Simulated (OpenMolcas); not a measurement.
**What dynamic correlation does to the levels of Li**

```
Program             : OpenMolcas 26.06
Basis               : ANO-RCC-VQZP [5s4p3d2f1g]
Scalar Hamiltonian  : DKH2, point nucleus
Active space        : 1 electron in 8 orbitals (2s 2p 3s 3p)
State averaging     : 2S+1 = 2 even, 1 root; 2S+1 = 2 odd, 3 roots
Spin-orbit coupling : state interaction with AMFI integrals over the reference wave functions, term energies averaged over their components
```

Methods on the same reference wave functions:
A. CASSCF
B. SS-CASPT2, IPEA 0.25 Eh, imaginary shift 0.1 Eh (closed shells correlated: 1s)

Energies in eV above 2s ²S_1/2, the measured ground level; measured values from NIST Handbook of Basic Atomic Spectroscopic Data.

```tsv
Level	A	B	Measured
2s ²S_1/2	0.0000	0.0000	0.0000
2p ²P°_1/2	1.8412	1.846	1.8478
2p ²P°_3/2	1.8412	1.846	1.8479
```

Deviations, from unrounded energies. A percentage is the sum of absolute deviations over the sum of measured energies, with the sign that they share, or ± where signs differ.

```json
{"Against measurement": "mean absolute deviation (cm-1)", "Levels": "2", "A": "54", "B": "18"}
{"Against measurement": "other configurations (%)", "Levels": "2", "A": "-0.4", "B": "-0.1"}
```

B lies closest to measurement on these levels. The largest miss of B in the table is 2p ²P°_3/2, by -18 cm-1. The ranking rests on the paired levels alone, and a cruder setting can come out closer through cancelling errors.

The lowest spin-free term lies below A's lowest term by 0.034 hartree in B.

With one active electron outside closed inactive shells, the extra shells (3p 3s) add no correlation to the reference. ANO sets are built for ground and valence states and can reach diffuse excited orbitals poorly. With one active electron the reference holds no correlation, so core polarisation is missing (holds for A). With one active electron, CASPT2 adds the correlation within the correlated inactive shells and between them and that electron, and leaves the splitting within a term as the reference gives it (holds for B). Measured partners are found by configuration, term and J. A level has none where our copy of the source lacks it or the pairing is in doubt (some pairs that miss far off the trend of their configuration count as doubtful), and it then counts in no deviation. Only configurations of the active space appear.

° marks odd parity.
